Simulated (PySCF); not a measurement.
## TlSn: one state, many levels of theory

State: ⁴Σ⁻ (quartet), unpaired electrons σ ↑, π ↑↑. Set-up: PySCF, scalar-relativistic core potentials, basis sets Tl def2-SVP with ECP60, Sn def2-SVP with ECP28. De refers to Tl + Sn in their high-spin ground configurations, without counterpoise correction. The functionals are run spin-unrestricted. A positive dipole means Tl(−)Sn(+).

```
      Level  Re (Å)  ωe (cm⁻¹)  De (eV)  μ (D)  CPU s a point (SCF and correlation, without the integrals)
        UHF   3.004        112     1.17  -3.70                                                        0.17
    UHF-MP2   2.907        130     1.76    n/a                                                        0.31
UHF-SCS-MP2   2.926        126     1.55    n/a                                                         n/a
   UHF-CCSD   2.941        124     1.64    n/a                                                         n/a
UHF-CCSD(T)   2.936        125     1.72    n/a                                                          13
        PBE   2.945        118     2.08  -1.82                                                        0.99
       PW91   2.940        119     2.12  -1.78                                                        0.54
       BP86   2.946        117     2.04  -1.78                                                        0.52
     r²SCAN   2.906        124     2.07  -2.14                                                           1
    r²SCANh   2.899        126     2.03  -2.22                                                         1.1
       PBE0   2.911        124     1.95  -2.20                                                         1.1
      HSE06   2.916        124     1.98  -2.07                                                         1.2
```

Q: Which functional lies closest to UHF-CCSD(T) in De, which farthest, and by how much do they differ from it?

A: Closest is PBE0 (-2.5 pm in Re, -0.8 % in ωe, +0.23 eV in De against UHF-CCSD(T) in the same basis), farthest PW91 (+0.4 pm in Re, -4.8 % in ωe, +0.40 eV in De). CCSD(T) converges more slowly with the basis than the functionals do and binds too weakly in this one, so the order can change at the basis-set limit.

Q: What does a quarter of exact exchange do here, going from PBE to PBE0?

A: PBE0 less PBE: -3.4 pm in Re, +5.1 % in ωe, -0.13 eV in De. Exact exchange removes part of the self-interaction that spreads semilocal densities, and in most molecules shortens and stiffens the bond and lowers De; so it does here.

Q: What does the step from GGA to meta-GGA do here, going from PBE to r²SCAN?

A: r²SCAN less PBE: -3.9 pm in Re, +5.1 % in ωe, -0.01 eV in De. 

Correlated steps freeze 8 core orbitals. Correlated levels converge slowly with the basis: in double zeta they bind strong bonds too weakly, by up to about 1 eV, and carry superposition errors of some tenths. These are scalar-relativistic numbers at best; spin–orbit coupling would shift them, the dissociation energy most. The state is the lowest determinant that a PBE0 search found; another state may lie lower at other levels.

The whole job (state search and all levels along the bond) took about 3.9 min on 1 thread of Arm Neoverse V1 (shared host), peak memory 0.64 GiB.
